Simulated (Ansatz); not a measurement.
Cartesian coordinates in Å:
```
O -0.005 1.834 -1.120
Si -0.863 0.637 -0.427
O -2.296 0.503 -1.206
S 0.073 -1.282 -0.553
Si 1.423 -1.062 1.094
H 0.208 1.753 -2.051
H -0.992 1.040 0.989
H -2.773 -0.323 -1.116
H 2.209 0.190 0.970
H 0.690 -1.053 2.384
H 2.325 -2.238 1.038
```

Charge 0, multiplicity 1.

(1) List the r2SCAN/def2-TZVPP orbital energies in eV (the Gaussian-basis code of Ansatz). (Estimate.)

Results:

(1) Computed: Occupied: -2408.89, -1792.42, -1791.63, -516.14, -516.08, -213.37, -157.41, -157.36, -157.28, -142.66, -142.04, -97.56, -97.53, -97.49, -96.94, -96.88, -96.87, -27.02, -26.49, -18.87, -14.95, -13.69, -13.48, -11.32, -10.29, -9.65, -9.28, -9.24, -8.66, -8.60, -8.36, -7.64, -6.71. Lowest empty: -0.43, -0.19, 0.15, 0.50, 0.98, 1.28, 1.58, 2.21.
